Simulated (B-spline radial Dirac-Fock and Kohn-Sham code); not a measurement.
Radiative decay of the M3 hole in Br⁶⁺

System: Br⁶⁺, [Ar] 3d10 4s1.

Method: one-electron (LDA, Dirac) transition rates at Dirac-Fock energies. Computed with a B-spline atomic structure program.

```
 line  multipole  energy (eV)  width (meV)  share (%)
M3-M4         E1        116.4       0.0213       8.65
M3-M5         E1        117.4        0.198       80.4
M3-N1         E1        186.1       0.0270       10.9
```

The listed lines hold 100.0 % of the radiative rate. The radiative width is 0.000247 eV in the length form and 0.000201 eV in the velocity form; the two differ because the transition energies are not eigenvalue differences of the potential that gave the orbitals.
